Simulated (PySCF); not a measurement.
ClH6NSi3, SMILES Cl[SiH]1[SiH2]N[SiH2]1.

Geometry: PBE0-D3(BJ)/def2-SVP. The structure was generated by enumeration, and PubChem lists no compound with its InChIKey, so it may never have been made.

The numbers are results of PySCF with HF/def2-TZVP, not measurements.

Gas-phase values at a fixed geometry.

| Item | Result |
|---|---|
| total energy | -1384.39494 hartree |
| point group | Cs |
| highest occupied level | -9.62 eV |
| lowest empty level | 2.08 eV |
| orbital gap | 11.70 eV |
| dipole moment | 2.15 D |
| quadrupole, principal values (traceless, Buckingham form, about the centre of nuclear charge) | -4.39, -0.65, 5.04 D·Å |
| mean static polarisability | 91.9 bohr³ (13.61 Å³) |
| polarisability, principal values | 79.4, 97.0, 99.2 bohr³ |
